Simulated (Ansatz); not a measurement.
Species: InH2 (charge -1, singlet). 
Structure (B3LYP-D3(BJ)/def2-TZVP (Ansatz, a program for electronic structure) minimum search):
```xyz
3

In     0.0476     0.0098     0.0174
H     -0.9129    -1.5929    -0.3616
H     -1.4198     1.1147    -0.4931
```
Charge -1, spin multiplicity 1.

Basis-set convergence of Hartree-Fock and CCSD(T) correlation energies (hartree) with Ansatz. Cores are frozen in the correlated levels unless marked. No spin-orbit coupling. Frozen are the shells of the preceding noble gas and the d and f shells that filled before the atom's block. In def2 rows, elements after Kr have scalar-relativistic effective core potentials.

The Hartree-Fock reference is unstable (checked in the largest basis), which strains HF and MP2. 

| basis | functions | E(HF) | E(corr, CCSD(T)) |
|---|---|---|---|
| def2-SVPD | 48 | -190.33110 | -0.10391 |
| def2-TZVPPD | 90 | -190.33927 | -0.11464 |
| def2-QZVPPD | 154 | -190.34072 | -0.11832 |

Extrapolating the two largest sets (X = 3 and 4) as X^-3: E(corr) = (64·(-0.11832) - 27·(-0.11464))/37 = -0.1210 Eh, an estimate of the basis-set limit. The largest set recovers 97.8 % of it, the smallest 85.9 %.
